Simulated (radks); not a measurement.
The numbers below are computed, except where a source is named.
Valence configurations of Yb+ (all share [Xe]). Code: a radial shooting solver on a logarithmic mesh with Libxc functionals. Model: scalar-relativistic Kohn-Sham, LDA (Slater exchange, Perdew-Wang correlation), spin-unpolarised, spherical densities, finite nucleus; Fermi nuclear charge, rms radius 5.3108 fm. Energies are relative to 4f14 6s1; eigenvalues in eV.

valence           E (eV)    e(4f)   e(5d)   e(6p)    e(6s)
4f14 6s1           0.000  -10.061       -       -   -9.552
4f14 5d0.5 6s0.5   1.438   -9.291  -6.262       -   -9.209
4f13.5 5d0.5 6s1   2.264  -13.209  -7.501       -   -9.979
4f14 5d1           2.939   -8.622  -5.842       -        -
4f13.5 6s1 6p0.5   3.183  -14.928       -  -6.557  -10.793
4f14 6p1           3.914  -11.546       -  -6.429        -
4f13 6s2           3.934  -18.752       -       -  -11.161
4f13 5d1 6s1       5.788  -16.573  -8.231       -  -10.345
4f13 6s1 6p1       8.501  -20.222       -  -7.334  -11.973
4f13 5d1 6p1      10.052  -17.996  -9.332  -6.836        -

NIST lists [Xe] 4f14 6s1 as the ground configuration; this level of theory agrees among the configurations tried. The energies are those of spherical spin-averaged densities, not of single terms.
